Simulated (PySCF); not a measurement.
CH6O2Si, SMILES OC[SiH2]O, PBE0/def2-SVP optimised geometry.

```
10

O      1.44     0.43     0.93
C      1.02    -0.58     0.00
Si    -0.88    -0.58     0.00
O     -1.29     1.04     0.00
H      1.33     0.07     1.82
H      1.49    -1.56     0.20
H      1.39    -0.26    -0.99
H     -1.49    -1.24    -1.19
H     -1.35    -1.26     1.25
H     -0.57     1.56     0.38
```

Density from PBE0/def2-TZVP run with PySCF 2.14.0 at that geometry.

Minimum of the electron density along straight lines between bonded atoms, close to the bond critical point (lines longer than 1.1 times the sum of covalent radii, or with two minima, are not listed):

```csv
bond,length / Å,ρ at the minimum / e bohr⁻³,∇²ρ there / e bohr⁻⁵,position (fraction from the first atom)
O1–C2,1.427,[?],-0.52,0.64
C2–Si3,1.899,0.121,[?],0.62
Si3–O4,1.666,0.135,[?],0.41
O1–H5,0.964,0.362,-2.45,0.80
C2–H6,1.106,0.272,-0.92,0.64
C2–H7,1.103,0.275,-0.94,0.65
Si3–H8,1.491,0.122,0.14,0.49
Si3–H9,1.500,0.119,0.14,0.49
O4–H10,0.967,0.350,-2.37,0.81
```

Question: What belongs in the gaps?

Answer: 
- O1–C2, ρ at the minimum / e bohr⁻³: 0.251
- C2–Si3, ∇²ρ there / e bohr⁻⁵: 0.16
- Si3–O4, ∇²ρ there / e bohr⁻⁵: 0.76
